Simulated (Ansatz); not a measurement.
Saddle point of Si2H6O3F2, singlet (Si₂H₄O₂F₂ ([OH][Si]([F])([F])[O][SiH3]) + H₂O → SiH₂O₂F₂ ([OH][Si]([OH])([F])[F]) + SiH₄O ([OH][SiH3]); bonds formed: Si1–O8, O2–H7; bonds broken: Si1–O2, H7–O8), PBE0-D4/def2-TZVP structure:

| atom | x (Å) | y (Å) | z (Å) |
| --- | --- | --- | --- |
| Si1 | 0.0613 | 0.5555 | 1.1383 |
| O2 | 0.0138 | 0.0929 | -0.6927 |
| Si3 | -0.6225 | -1.2275 | -1.4607 |
| F4 | 0.5925 | 0.9773 | 2.5991 |
| F5 | -0.2543 | -0.9705 | 1.5063 |
| O6 | -1.1454 | 1.6314 | 1.0106 |
| H7 | 1.2431 | 0.4378 | -0.4802 |
| O8 | 1.6592 | 0.9497 | 0.4345 |
| H9 | -2.0480 | -1.3697 | -1.0772 |
| H10 | -0.5164 | -0.9870 | -2.9220 |
| H11 | 0.1264 | -2.4619 | -1.1164 |
| H12 | -1.5708 | 1.6587 | 0.1529 |
| H13 | 2.4610 | 0.7133 | 0.9077 |

Energies are electronic, without zero-point energy. Barriers and step energies count from the start structure reached by relaxing down the imaginary mode; all methods use the PBE0-D4 structures, on which another method's saddle can fall below an end. Computed with Ansatz 0.2.0 (basis: def2-TZVPP, with def2-QZVPP for the basis limit); correlated methods freeze the cores. B3LYP uses VWN-RPA correlation. Extrapolation: Hartree–Fock as exp(−7.88 √X), correlation as X^−2.97.

```
      method  barrier (kcal/mol)  step energy (kcal/mol)
       SPW92               18.52                    1.60
      PBE-D4               27.89                    3.07
     BLYP-D4               32.59                    3.62
   r2SCAN-D4               28.67                    3.17
      B97M-V               32.51                    3.16
     PBE0-D4               30.10                    3.44
    B3LYP-D4               33.69                    3.82
  r2SCAN0-D4                   ?                    3.39
    BHLYP-D4               36.19                    4.34
CAM-B3LYP-D4               32.35                    3.36
     wB97X-V               31.20                    3.40
     wB97M-V               30.42                    3.30
      B2PLYP                   ?                    3.06
    PBE-QIDH               31.13                    3.29
  RPA on PBE               32.50                    3.83
          HF                   ?                    4.14
         MP2               31.50                    3.50
        CCSD               34.68                    3.74
     CCSD(T)               32.60                    3.62
```

Fill in the withheld barriers. (Judge from chemistry; the value comes from the calculation.)

Computed: HF 45.94; r2SCAN0-D4 30.40; B2PLYP 33.62 kcal/mol. Each is the energy of the saddle less that of the start structure, by the same method.

For comparison, the barrier by CCSD(T) at an estimated basis limit (MP2 extrapolated from triple and quadruple zeta, plus CCSD(T) − MP2 in triple zeta) is 32.61 kcal/mol.

No T1 diagnostic of these runs exceeds 0.012.

Labels in which every atom is bracketed show which atoms are joined, not bond orders.

For scale, one of the runs: CCSD(T)/def2-TZVPP, 323 basis functions, launched by `ansatz run in.yaml --threads 4 --pin off --events-out ev --progress --plain --max-ram 41984MiB --backend cuda --devices 0, --max-vram 37GiB`. The run took 13 s on 4 CPU threads of an AMD EPYC 7R13 and a share of one NVIDIA H100 (shared host), with 0.86 GiB of host memory at its peak.
